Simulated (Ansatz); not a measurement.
Consider the atomization: `O=[CH][Al]1[NH][CH]1[SiH3]` → Al• + 2 C• + 6 H• + N• + O• + Si•.

Calculated with Ansatz (gas phase, PBE0-D4/def2-TZVP geometries, no zero-point term in ΔE). CBS: MP2 limit from def2 TZ/QZ plus the TZ coupled-cluster correction, frozen cores. This one scheme is used for every species, atoms too. Functionals use def2-TZVPP. B3LYP here is the variant with VWN-RPA as its local correlation; programs differ in this. No spin–orbit coupling; open shells (•) take unrestricted orbitals. Spin–orbit coupling would lower the free atoms: a little for Al, C, O, Si. One conformer a species, not always the lowest.

CCSD(T)/CBS gives +4202.8 kJ/mol.

(1) Another level gave +3984.3 kJ/mol. Which?
A. B3LYP/def2-TZVPP
B. CCSD/def2-TZVPP
C. PBE-D4/def2-TZVPP
D. PBE0/def2-TZVPP

Largest T1 diagnostic among the species: 0.018.

Answers

(1) B. CCSD/def2-TZVPP 3984.3, B3LYP 4162.7, PBE0 4180.8, PBE-D4 4318.4 kJ/mol.

In def2-TZVPP, CCSD(T) changes the Hartree–Fock value by +1211.0 kJ/mol (the triples alone add +84.5 kJ/mol) and MP2 by +1300.9 kJ/mol; breaking electron pairs costs correlation energy, which Hartree–Fock lacks. From PBE to PBE0 (25 % exact exchange), in def2-TZVPP and without D4, ΔE moves by −111.8 kJ/mol: exact exchange takes away binding that semilocal exchange gives to molecules. The D4 term adds +41.7 kJ/mol with B3LYP and +21.9 kJ/mol with PBE0; it sums over pairs of atoms, weighted by their polarisabilities, and B3LYP, whose exchange is more repulsive, gets the larger term.

For atomizations the MP2-based limit and the directly extrapolated one differ by several kJ/mol either way, and by 10 to 25 for some Ge, Se and Sn compounds, so smaller differences from it don't rank the levels.
